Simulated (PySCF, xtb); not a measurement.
C6H6O, SMILES C1=CC=COC=C1.

Harmonic wavenumbers (cm⁻¹) from xtb 6.7.1 with GFN2-xTB at its own minimum, in rising order: 97, 236, 341, 360, 410, 572, 740, 761, 762, 853, 854, 864, 879, 915, 949, 974, 997, 1080, 1213, 1214, 1241, 1294, 1335, 1381, 1631, 1639, 1686, 3008, 3016, 3059, 3069, 3076, 3080.

Problem. What does PBE-D3(BJ)/def2-SVP run with PySCF give at its own minimum? (Estimate from the structure and the level; the computed values follow.)

Solution. 163, 230, 347, 382, 439, 614, 722, 729, 747, 813, 871, 895, 909, 917, 953, 972, 974, 1069, 1178, 1183, 1218, 1301, 1369, 1409, 1598, 1621, 1651, 3079, 3085, 3093, 3106, 3110, 3116. Paired by order, the mean absolute difference is 28 cm⁻¹ and the zero-point energies are 62.3 and 62.7 kcal/mol.
